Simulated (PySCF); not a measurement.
## CsSb and its ions

PBE; Cs def2-SVP with ECP46, Sb def2-SVP with ECP28; scalar-relativistic core potentials (PySCF 2.14). Neutral (UKS): triplet (π ↑↑), Re = 3.685 Å, ωe = 88.1 cm⁻¹, De = 1.21 eV, HOMO -2.80 eV, LUMO -2.27 eV.

CsSb⁺ (UKS): quartet (σ ↑, π ↑↑), Re = 4.215 Å, ωe = 35.0 cm⁻¹, De = 0.14 eV to Cs⁺ + Sb. The energies at the minima are -260.39320 hartree for CsSb and -260.20780 for CsSb⁺.

**Question.** Work out the adiabatic ionisation energy, without and with harmonic zero-point energies (1 hartree = 27.2114 eV, 1 eV = 8065.5 cm⁻¹), and the change of the bond length.

**Answer.** At PBE: 0.18540 hartree = 5.045 eV between the minima; the zero-point term (35.0 − 88.1)/2 cm⁻¹ = -0.003 eV makes it 5.042 eV. Re changes by +53.0 pm against the neutral. The electron leaves a σ orbital, and the ion is left as a loose complex of an ion and an atom.

Weak bonds: CsSb⁺. Basis-set superposition, not corrected here, can be much of De in a small basis, most of all at correlated wavefunction levels. Spin–orbit coupling is left out, which matters for elements this heavy, above all for dissociation energies. For an ion De counts to the pair picked by the measured ionisation energies or electron affinities, which need not be the lowest pair at this level. States were picked by a PBE0 search and need not be the measured ground states.
